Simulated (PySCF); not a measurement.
UHF on C (carbon, neutral), [He] 2s2 2p1 3d1, one real determinant (an excited configuration). All numbers are calculated (PySCF 2.14, the non-relativistic Hamiltonian (point nucleus), in aug-cc-pVDZ (4s3p2d, 23 functions)).

```
cycle= 1 E= -37.1337134036753  delta_E= -0.00299  |g|= 0.0196  |ddm|= 0.0559
cycle= 2 E= -37.133955520841  delta_E= -0.000242  |g|= 0.00568  |ddm|= 0.0153
cycle= 3 E= -37.1339793725268  delta_E= -2.39e-05  |g|= 0.000222  |ddm|= 0.00637
cycle= 4 E= -37.133979426905  delta_E= -5.44e-08  |g|= 2.03e-05  |ddm|= 0.000494
cycle= 5 E= -37.1339794274182  delta_E= -5.13e-10  |g|= 5.44e-06  |ddm|= 0.000103
converged SCF energy = -37.1339794274182  <S^2> = 2.0043454  2S+1 = 3.0028955
```

Highest occupied orbital energy: 4.210 eV; ⟨L²⟩ = 8.01; populations by l: s 4.00, p 1.00, d 1.00.

(1) Can this result be used?

Results:

(1) Not for this state. The run converged. ⟨L²⟩ = 8.01 against 12 for a pure F term, so this real determinant mixes terms. The outer electron is Rydberg-like, and this basis confines it to a smaller radius and binds it less than a complete one would. At UHF the highest occupied level has a positive energy, so only the finite basis holds that electron; for this excited configuration the basis is too tight for the outer shell.
